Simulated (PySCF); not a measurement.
# Checking a proposed structure

A compound C₄H₃F₅O gives the data below (simulated from a calculation) and was assigned the structure `FCO/C(F)=C\C(F)(F)F`.

¹³C{¹H} NMR (computed): δ 160.0 (C), 129.6 (C), 117.5 (CH), 105.8 (CH2).

¹H NMR (300 MHz, computed): δ 6.34 (m, 1H), 5.86 (m, 1H), 5.65 (m, 1H).

Single conformer, fast rotation and ring inversion assumed for equivalent nuclei, no relativistic terms, no solvent model. GIAO PBE0/pcSseg-1 shieldings; GFN2-xTB geometry; PySCF.

Referencing at the same level of theory: ¹H (σref 31.72), ¹³C (σref 186.93) vs TMS.

Problem. Compare with the shifts computed for the proposed structure, pairing carbons in order of shift.

Solution. Atoms are numbered as in `[F:1][CH2:2][O:3]/[C:4]([F:5])=[CH:6]\[C:7]([F:8])([F:9])[F:10]`. Each H is labelled by its parent atom.

```tsv
atom	computed for proposal	given list	difference
C4	171.1	160.0	+11.1
C7	132.2	129.6	+2.6
C2	100.2	117.5	-17.3
C6	84.0	105.8	-21.8
```

The rms difference is 15.0 ppm and the largest -21.8 ppm at C6 (β carbon of an enol-ether or enamine type C=C). The carbon types in order of shift don't match either: C, C, CH2, CH for the proposal against C, C, CH, CH2 in the data. The proposal doesn't fit.

Problem. Which isomer fits?

Solution. SMILES FC(OC(=C)C(F)F)(F)F.

- Carbon types of the structure: 2 × C, 1 × CH, 1 × CH2, which accounts for all hydrogens.
- δC 160.0: alkene carbon bearing oxygen; an sp2 carbon further deshielded by the attached heteroatom.
- δC 129.6: CF3 carbon; 4 electronegative neighbours deshield it.
- δC 117.5: allylic sp3 CH bonded to 2 F; 2 electronegative neighbours deshield it.
- δC 105.8: β carbon of an enol-ether or enamine type C=C; the O or N lone pair pushes π density onto this β carbon and shields it.

The shifts were computed for this structure.

Splittings by ¹⁹F in the carbon and heteronuclear signals aren't shown, as no couplings were computed. Shifts are as computed. Against solution values, carbons near 30 ppm lie about +3 ppm off and those near 130 ppm about +5 ppm. Of 1211 compounds with measured shifts, 218 miss one by over three times the rms of a fit or turn the order of signals round; such compounds aren't used in these exercises. Multiplicities follow the n + 1 count of equivalent neighbours, as no J values were calculated; m marks all less simple cases, F and P coupling included.
